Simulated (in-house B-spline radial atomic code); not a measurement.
Inner levels of rhodium as electrons are removed. A shift is the extra binding of the orbital against the neutral atom ([Kr] 4d8 5s1). Computed with a radial B-spline atomic code at the basis-set limit: non-relativistic Hartree-Fock, average of the configuration, point nuclei.

This level leaves out relativity, spin-orbit splitting included, which matters for heavy ions.

| ion | configuration | shift of 1s (eV) | radius of 1s (bohr) | Σ<r²> (bohr²) | change of density at nucleus (bohr⁻³) |
| --- | --- | --- | --- | --- | --- |
| Rh25+ | [Ar] 3d2 | 1076.5 | 0.033847 | 1.5913 | 127.08 |
| Rh26+ | [Ar] 3d1 | 1167.13 | 0.033848 | 1.4467 | 167.13 |
| Rh27+ | [Ne] 3s2 3p6 | 1260.11 | 0.033849 | 1.3097 | 208.63 |
| Rh28+ | [Ne] 3s2 3p5 | 1355.81 | 0.033844 | 1.1517 | 255.39 |
| Rh29+ | [Ne] 3s2 3p4 | 1453.29 | 0.033839 | 0.99915 | 303.34 |
| Rh30+ | [Ne] 3s2 3p3 | 1552.57 | 0.033834 | 0.85165 | 352.5 |
| Rh31+ | [Ne] 3s2 3p2 | 1653.62 | 0.033829 | 0.70904 | 402.87 |
| Rh32+ | [Ne] 3s2 3p1 | 1756.45 | 0.033824 | 0.5711 | 454.44 |
| Rh33+ | [Ne] 3s2 | 1861.05 | 0.033818 | 0.43766 | 507.23 |
| Rh34+ | [Ne] 3s1 | 1959.76 | 0.033817 | 0.29762 | -209.13 |
| Rh35+ | [He] 2s2 2p6 | 2059.87 | 0.033814 | 0.16137 | -950.52 |
| Rh36+ | [He] 2s2 2p5 | 2310.17 | 0.033787 | 0.14043 | -804.46 |
| Rh37+ | [He] 2s2 2p4 | 2564.65 | 0.033758 | 0.12033 | -655.21 |
| Rh38+ | [He] 2s2 2p3 | 2823.27 | 0.033728 | 0.10102 | -502.75 |
| Rh39+ | [He] 2s2 2p2 | 3086.05 | 0.033697 | 0.082459 | -347.07 |
| Rh40+ | [He] 2s2 2p1 | 3352.94 | 0.033666 | 0.06462 | -188.17 |
| Rh41+ | [He] 2s2 | 3623.95 | 0.033633 | 0.047466 | -26.032 |
| Rh42+ | [He] 2s1 | 3858.27 | 0.03363 | 0.024954 | -3267.97 |
| Rh43+ | 1s2 | 4095.17 | 0.033614 | 0.0030162 | -6604.2 |
| Rh44+ | 1s1 | 4855.96 | 0.033333 | 0.0014815 | -34754.2 |
